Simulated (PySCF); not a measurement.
## Two-component Hartree-Fock for Cr¹⁶⁺ (chromium, charge +16)

Start: [He] 2s2 2p4; 2p1/2 filled at m_j = -1/2, +1/2; 2p3/2 filled at m_j = +1/2, +3/2. Calculated with PySCF 2.14 in an uncontracted even-tempered set (18 s from 3.4 bohr⁻², ratio 2.4; 11 p from 4.4 bohr⁻², ratio 2.4; 5 d from 19 bohr⁻², ratio 2.6; 5 f from 29 bohr⁻², ratio 2.6): generalised Hartree-Fock with the X2C-1e Hamiltonian and a Gaussian nucleus; one run each with spin-orbit coupling (SO) switched off, then screened by Boettger's factors.

```csv
spinor shell,electrons,"ε, spin-free (eV)","ε, screened SO (eV)",weight of nominal j (screened SO),"rms radius, screened SO (bohr)"
1s1/2,2,-6714.1,-6713.5,1.000,0.0731
2s1/2,2,-1287.8,-1287.6,1.000,0.302
2p3/2,2,-1200.1,-1203.6,0.754,0.268
2p1/2,2,-1200.1,-1198.2,0.697,0.268
```

```
   quantity   spin-free  screened SO
E (hartree)  -885.81267   -885.98305
        M_J           2            2
       ⟨J²⟩       6.000        6.001
       ⟨L²⟩       2.000        2.293
       ⟨S²⟩       2.000        1.854
```

Each row is a mean over spinors that exchange with the open shell spreads, by up to 33.467 eV (2s1/2).

Rows whose weight is well below 1 are mixtures of j = l ± 1/2: exchange outweighs spin-orbit coupling there, and the label is only the starting occupation.

Without spin-orbit coupling the j labels of p, d and f shells carry no meaning; the spin-free column gives the mean over the occupied spinors of each nl shell.
